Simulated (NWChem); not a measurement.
Program: NWChem. System: H2GeO, charge 0, spin multiplicity 1, at a geometry optimised with PBE/def2-SVP. The structure started from a generated list of species. Level: CR-EOMCCSD(T)/def2-SVPD, 10 core orbitals frozen.

Job file:

```
start mol
memory heap 100 mb stack 700 mb global 1900 mb
geometry units angstroms nocenter noautoz
  Ge     0.247372     0.311968     0.000000
  H      1.479331    -0.771422     0.000000
  O     -1.081329    -0.921692     0.000000
  H     -0.744616    -1.838035     0.000000
  symmetry group Cs
end
basis spherical
  * library def2-svpd
end
scf
  rhf
  nopen 0
  maxiter 100
  thresh 1e-7
  semidirect memsize 60000000 filesize 0
end
tce
  freeze core 10
  creomsd(t)
  nroots 2
  2eorb
  2emet 13
  thresh 1e-5
  maxiter 200
  tilesize 24
end
task tce energy
```

NWChem printed:

```
             Northwest Computational Chemistry Package (NWChem) 7.3.0
             --------------------------------------------------------

                                NWChem Input Module
                                -------------------

 Scaling coordinates for geometry "geometry" by  1.889725989
 (inverse scale =  0.529177249)

 Turning off AUTOSYM since
 SYMMETRY directive was detected!

                             Geometry "geometry" -> ""
                             -------------------------

 Output coordinates in angstroms (scale by  1.889725989 to convert to a.u.)

  No.       Tag          Charge          X              Y              Z
 ---- ---------------- ---------- -------------- -------------- --------------
    1 Ge                  32.0000     0.24737200     0.31196800     0.00000000
    2 H                    1.0000     1.47933100    -0.77142200     0.00000000
    3 O                    8.0000    -1.08132900    -0.92169200     0.00000000
    4 H                    1.0000    -0.74461600    -1.83803500     0.00000000

 Effective nuclear repulsion energy (a.u.)      98.3914526255

            Nuclear Dipole moment (a.u.)
            ----------------------------
        X                 Y               Z
 ---------------- ---------------- ----------------
    -0.0000245664    -0.0000321253     0.0000000000

      Symmetry information
      --------------------

 Group name             Cs
 Group number              2
 Group order               2
 No. of unique centers     4

      Symmetry unique atoms

     1    2    3    4


 Summary of "ao basis" -> "" (spherical)
 ------------------------------------------------------------------------------
       Tag                 Description            Shells   Functions and Types
 ---------------- ------------------------------  ------  ---------------------
 *                         def2-svpd                  on all atoms

 Summary of "ao basis" -> "ao basis" (spherical)
 ------------------------------------------------------------------------------
       Tag                 Description            Shells   Functions and Types
 ---------------- ------------------------------  ------  ---------------------
 Ge                        def2-svpd                14       38   6s4p4d
 H                         def2-svpd                 4        8   2s2p
 O                         def2-svpd                 9       23   4s3p2d

                                 NWChem SCF Module
                                 -----------------

  ao basis        = "ao basis"
  functions       =    77
  atoms           =     4
  closed shells   =    21
  open shells     =     0
  charge          =   0.00
  wavefunction    = RHF
  use symmetry    = T
  symmetry adapt  = T

 Summary of "ao basis" -> "ao basis" (spherical)
 ------------------------------------------------------------------------------
       Tag                 Description            Shells   Functions and Types
 ---------------- ------------------------------  ------  ---------------------
 Ge                        def2-svpd                14       38   6s4p4d
 H                         def2-svpd                 4        8   2s2p
 O                         def2-svpd                 9       23   4s3p2d

      Symmetry analysis of basis
      --------------------------

        a'         54
        a"         23

 Forming initial guess at       0.1s

      Superposition of Atomic Density Guess
      -------------------------------------

 Sum of atomic energies:       -2150.73648852

      Non-variational initial energy
      ------------------------------

 Total energy =   -2150.900704
 1-e energy   =   -3194.571405
 2-e energy   =     945.279249
 HOMO         =      -0.240520
 LUMO         =      -0.055481

      Symmetry analysis of molecular orbitals - initial
      -------------------------------------------------

  Numbering of irreducible representations:

     1 a'          2 a"

  Orbital symmetries:

     1 a'          2 a'          3 a'          4 a'          5 a"
     6 a'          7 a'          8 a'          9 a'         10 a"
    11 a'         12 a'         13 a'         14 a"         15 a"
    16 a'         17 a'         18 a'         19 a"         20 a'
    21 a'         22 a"         23 a'         24 a'         25 a'
    26 a'         27 a'         28 a"         29 a"         30 a'
    31 a"

 Starting SCF solution at       0.6s

 ----------------------------------------------
         Quadratically convergent ROHF

 Convergence threshold     :          1.000E-07
 Maximum no. of iterations :          100
 Final Fock-matrix accuracy:          1.000E-09
 ----------------------------------------------

              iter       energy          gnorm     gmax       time
             ----- ------------------- --------- --------- --------
                 1    -2151.0109162491  9.81D-01  3.20D-01      0.6
                 2    -2151.0616233772  2.22D-01  4.73D-02      0.7
                 3    -2151.0671904168  5.62D-03  1.63D-03      0.7
                 4    -2151.0671967657  9.63D-06  2.90D-06      0.9
                 5    -2151.0671967657  2.82D-09  1.04D-09      1.0

       Final RHF  results
       ------------------

         Total SCF energy =  -2151.067196765722
      One-electron energy =  -3195.608330447639
      Two-electron energy =    946.149681056447
 Nuclear repulsion energy =     98.391452625470

        Time for solution =      0.4s

       Symmetry analysis of molecular orbitals - final
       -----------------------------------------------

  Numbering of irreducible representations:
[...]
   0.0021882040252   0.2183353050208    5.94121
   0.0038714372403   0.2517888933706    6.85153     0.9     0.9

 Iteration  11 using   22 trial vectors
   0.0026751563027   0.2183367200320    5.94125
   0.0055659730158   0.2517608110341    6.85076     0.9     0.9

 Iteration  12 using   24 trial vectors
   0.0026414036117   0.2183262118285    5.94096
   0.0220946781370   0.2515535190429    6.84512     1.0     1.0

 Iteration  13 using   26 trial vectors
   0.0019931476705   0.2183366450070    5.94124
   0.0662968872651   0.2422634773482    6.59233     1.0     1.0

 Iteration  14 using   28 trial vectors
   0.0011246878747   0.2183440674339    5.94145
   0.0360593312508   0.2396248541158    6.52053     1.0     1.0

 Iteration  15 using   30 trial vectors
   0.0006163416813   0.2183395216696    5.94132
   0.0201825613344   0.2385180276619    6.49041     1.0     1.0

 Iteration  16 using   32 trial vectors
   0.0003037046265   0.2183402740426    5.94134
   0.0106566172088   0.2383551375350    6.48598     1.1     1.1

 Iteration  17 using   34 trial vectors
   0.0001535177620   0.2183402269807    5.94134
   0.0057732588142   0.2382175395177    6.48223     1.1     1.1

 Iteration  18 using   36 trial vectors
   0.0000858174468   0.2183397502211    5.94133
   0.0035268738062   0.2381568853899    6.48058     1.1     1.1

 Iteration  19 using   38 trial vectors
   0.0000448369280   0.2183395277926    5.94132
   0.0020247328678   0.2381437602513    6.48022     1.1     1.1

 Iteration  20 using   40 trial vectors
   0.0000214725434   0.2183394326968    5.94132
   0.0010755461781   0.2381487406948    6.48036     1.1     1.1

 Iteration  21 using   42 trial vectors
   0.0000097041232   0.2183394378807    5.94132
   0.0005296488914   0.2381499079948    6.48039     1.1     1.1

 Iteration  22 using   43 trial vectors
   0.0000042927331   0.2183394270088    5.94132
   0.0002464146732   0.2381500461349    6.48040     0.7     0.7

 Iteration  23 using   44 trial vectors
   0.0000022274708   0.2183394154236    5.94132
   0.0001195501735   0.2381491592233    6.48037     0.7     0.7

 Iteration  24 using   45 trial vectors
   0.0000014533971   0.2183394146320    5.94132
   0.0000606659809   0.2381494759576    6.48038     0.7     0.7

 Iteration  25 using   46 trial vectors
   0.0000013349438   0.2183394125427    5.94132
   0.0000285876031   0.2381493912924    6.48038     0.7     0.7

 Iteration  26 using   47 trial vectors
   0.0000013318769   0.2183394125027    5.94132
   0.0000136387305   0.2381494451280    6.48038     0.8     0.8

 Iteration  27 using   48 trial vectors
   0.0000013332032   0.2183394125893    5.94132
   0.0000065924159   0.2381494267864    6.48038     0.7     0.7
 --------------------------------------------------------------
 Iterations converged
 ------------------

 Excited state root  1
 Excitation energy / hartree =        0.218339412589277
                   / eV      =        5.941320240208155
 largest EOMCCSD amplitudes: R1 and R2

 Singles contributions
    23a'  (alpha) ---    21a'  (alpha)        0.6004193858
    24a'  (alpha) ---    21a'  (alpha)       -0.6454056464
    26a'  (alpha) ---    21a'  (alpha)       -0.1142375517
    33a'  (alpha) ---    21a'  (alpha)       -0.1000090901
    35a'  (alpha) ---    21a'  (alpha)        0.1020448794

 Doubles contributions
 ------------------

 Excited state root  2
 Excitation energy / hartree =        0.238149426786431
                   / eV      =        6.480378383273511
 largest EOMCCSD amplitudes: R1 and R2

 Singles contributions
    24a'  (alpha) ---    20a'  (alpha)        0.1275432327
    22a"  (alpha) ---    19a"  (alpha)        0.8637926125
    31a"  (alpha) ---    19a"  (alpha)        0.1079877021

 Doubles contributions
    22a"  (alpha)    22a"  (beta ) ---    21a'  (alpha)    21a'  (beta )        0.1165129391
    22a"  (alpha)    22a"  (beta ) ---    19a"  (alpha)    19a"  (beta )       -0.2131922549
======= CR-EOMCCSD(T) calculation ======
corresponding R0 value =    -0.041555

CR-EOMCCSD(T) Intermediates cpu wall time             1.7            1.7
 cr_N i1_1 nr of boxes                    33
 cr_N i1_2 nr of boxes                    72
 creom_N i2_1 nr of boxes                    33
 creom_N i2_2 nr of boxes                    72
 creom_N i2_3 nr of boxes                    33
 creom_N i2_4 nr of boxes                    72

CR-EOMCCSD(T) triples loop cpu wall            30.6           30.6

 CR-EOMCCSD(T)  total energy / hartree       =     -2151.286290432457463
 CR-EOMCCSD(T)  excitation energy (eV)       =      5.79730

======= CR-EOMCCSD(T) calculation ======
corresponding R0 value =    -0.068427

CR-EOMCCSD(T) Intermediates cpu wall time             1.5            1.5
 cr_N i1_1 nr of boxes                    33
 cr_N i1_2 nr of boxes                    72
 creom_N i2_1 nr of boxes                    33
 creom_N i2_2 nr of boxes                    72
 creom_N i2_3 nr of boxes                    33
 creom_N i2_4 nr of boxes                    72

CR-EOMCCSD(T) triples loop cpu wall            28.4           28.4

 CR-EOMCCSD(T)  total energy / hartree       =     -2151.264224726774501
 CR-EOMCCSD(T)  excitation energy (eV)       =      6.39774

 =========================================
 Excited-state calculation ( a"  symmetry)
 =========================================
 Dim. of EOMCC iter. space      500

 EOMCCSD SOLVER TYPE  1
  maxdiff =   0.51352612197013348

 No. of initial right vectors    2

 EOM-CCSD right-hand side iterations
 --------------------------------------------------------------
      Residuum       Omega / hartree  Omega / eV    Cpu    Wall
 --------------------------------------------------------------

 Iteration   1 using    2 trial vectors
   0.4297226124408   0.2044068031176    5.56219
   0.6265990806414   0.3614520338473    9.83561     0.9     0.9

 Iteration   2 using    4 trial vectors
   0.1282187028852   0.1338857879221    3.64322
   0.1516880254537   0.2340726447886    6.36944     0.8     0.8

 Iteration   3 using    6 trial vectors
   0.0454220235179   0.1284478168959    3.49524
   0.0702181809059   0.2216428428655    6.03121     0.8     0.8

 Iteration   4 using    8 trial vectors
   0.0194575874844   0.1270473295639    3.45714
   0.0360336472225   0.2180290468499    5.93287     0.8     0.8

 Iteration   5 using   10 trial vectors
   0.0070803849934   0.1267388267574    3.44874
   0.0150093285488   0.2170440707233    5.90607     0.8     0.8

 Iteration   6 using   12 trial vectors
   0.0024972140992   0.1266995346274    3.44767
   0.0077883138307   0.2167744144271    5.89873     0.8     0.8

 Iteration   7 using   14 trial vectors
   0.0010560011548   0.1266869479291    3.44733
   0.0046607691108   0.2166954828848    5.89659     0.8     0.8

 Iteration   8 using   16 trial vectors
   0.0004808016184   0.1266857000798    3.44729
   0.0027249773668   0.2166885211382    5.89640     0.8     0.8

 Iteration   9 using   18 trial vectors
   0.0002261556686   0.1266882759797    3.44736
   0.0012912730894   0.2166863609302    5.89634     0.8     0.8

 Iteration  10 using   20 trial vectors
   0.0000937687832   0.1266889525654    3.44738
   0.0005980175894   0.2166843232730    5.89628     0.8     0.8

 Iteration  11 using   22 trial vectors
   0.0000398657871   0.1266890948428    3.44739
   0.0003160361601   0.2166842757238    5.89628     0.8     0.8

 Iteration  12 using   24 trial vectors
   0.0000184376770   0.1266891623924    3.44739
   0.0001755419132   0.2166835995692    5.89626     0.9     0.9

 Iteration  13 using   26 trial vectors
   0.0000087973823   0.1266891252632    3.44739
   0.0001006332656   0.2166834794476    5.89626     0.9     0.9

 Iteration  14 using   27 trial vectors
   0.0000058046155   0.1266891055850    3.44739
   0.0000607641294   0.2166836100924    5.89626     0.5     0.5

 Iteration  15 using   28 trial vectors
   0.0000044020361   0.1266891052709    3.44739
   0.0000312471834   0.2166836827261    5.89627     0.5     0.5

 Iteration  16 using   29 trial vectors
   0.0000039708550   0.1266891063532    3.44739
   0.0000142428045   0.2166837189442    5.89627     0.5     0.5

 Iteration  17 using   30 trial vectors
   0.0000038214015   0.1266891071755    3.44739
   0.0000067955850   0.2166837566257    5.89627     0.5     0.5
 --------------------------------------------------------------
 Iterations converged
 ------------------

 Excited state root  1
 Excitation energy / hartree =        0.126689107175475
                   / eV      =        3.447387476907203
 largest EOMCCSD amplitudes: R1 and R2

 Singles contributions
    22a"  (alpha) ---    20a'  (alpha)       -0.1145286176
    22a"  (alpha) ---    21a'  (alpha)       -0.9164656412

 Doubles contributions
 ------------------

 Excited state root  2
 Excitation energy / hartree =        0.216683756625685
                   / eV      =        5.896267529977524
 largest EOMCCSD amplitudes: R1 and R2

 Singles contributions
    22a"  (alpha) ---    18a'  (alpha)       -0.1290634785
    22a"  (alpha) ---    20a'  (alpha)       -0.8758618075
    22a"  (alpha) ---    21a'  (alpha)        0.1010679293
    31a"  (alpha) ---    20a'  (alpha)       -0.1319996745

 Doubles contributions
======= CR-EOMCCSD(T) calculation ======
corresponding R0 value =     0.000000

CR-EOMCCSD(T) Intermediates cpu wall time             1.0            1.0
 creom_N i2_1 nr of boxes                    33
 creom_N i2_2 nr of boxes                    72
 creom_N i2_3 nr of boxes                    33
 creom_N i2_4 nr of boxes                    72

CR-EOMCCSD(T) triples loop cpu wall            16.3           16.3

 CR-EOMCCSD(T)  total energy / hartree       =     -2151.376867272621439
 CR-EOMCCSD(T)  excitation energy (eV)       =      3.33258

======= CR-EOMCCSD(T) calculation ======
corresponding R0 value =     0.000000

CR-EOMCCSD(T) Intermediates cpu wall time             1.1            1.1
 creom_N i2_1 nr of boxes                    33
 creom_N i2_2 nr of boxes                    72
 creom_N i2_3 nr of boxes                    33
 creom_N i2_4 nr of boxes                    72

CR-EOMCCSD(T) triples loop cpu wall            16.2           16.2

 CR-EOMCCSD(T)  total energy / hartree       =     -2151.285505887310592
 CR-EOMCCSD(T)  excitation energy (eV)       =      5.81865

 Task  times  cpu:      144.2s     wall:      144.2s

 Total times  cpu:      144.2s     wall:      144.2s
```
